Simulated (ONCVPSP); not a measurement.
# Building the ONCV potential for Ta (LDA (Perdew-Wang 92), scalar-relativistic).

Ta (Z = 73), optimised norm-conserving Vanderbilt (ONCV), made with ONCVPSP 4.0.1 (LDA (Perdew-Wang 92), scalar-relativistic). Core [Kr] 4d10 4f14, reference 5s2 5p6 5d3 6s1.5 (charge +0.5). Waves: 5s+6s: rc 1.95 bohr, ncon 4, nbas 8, qcut 4.7 1/bohr, 2 projectors; 5p: rc 1.55 bohr, ncon 3, nbas 6, qcut 8.2 1/bohr, 2 projectors, debl 2.1 Ha; 5d: rc 1.65 bohr, ncon 3, nbas 6, qcut 4.9 1/bohr, 2 projectors, debl 2 Ha. Local part: polynomial inside 1.00 bohr (lpopt 5, dvloc0 0 Ha). Core correction: none.

All-electron outer shells of the reference configuration (LDA (PZ), scalar-relativistic, ld1.x):

```tsv
shell	level (eV)	outermost node (bohr)	outermost maximum (bohr)
5s	-76.68	0.54	0.98
5p	-43.05	0.58	1.13
4f	-28.42	–	0.44
6s	-8.67	1.32	2.71
5d	-7.14	0.65	1.58
```

Calculated quality:

| Item | Value |
| --- | --- |
| Cutoffs needed | 23 Ha and 37 Ha (the cutoffs (Ha) at which the residual kinetic energy of the hardest occupied pseudo-wave falls to 1 and 0.1 mHa per electron) |
| Ghost test | ghosts flagged at negative energy: s at -32.0 eV; GHOST(+) flagged for p at 217.4 eV; a true bound ghost makes a file unfit for plane-wave use |
| Largest excitation error | -5.7 meV (all-electron minus pseudo) for 5s2 5p6 5d3 6s0, out of 4 test configurations |

Generation and tests took about 6.6 s on one core of a shared server CPU.
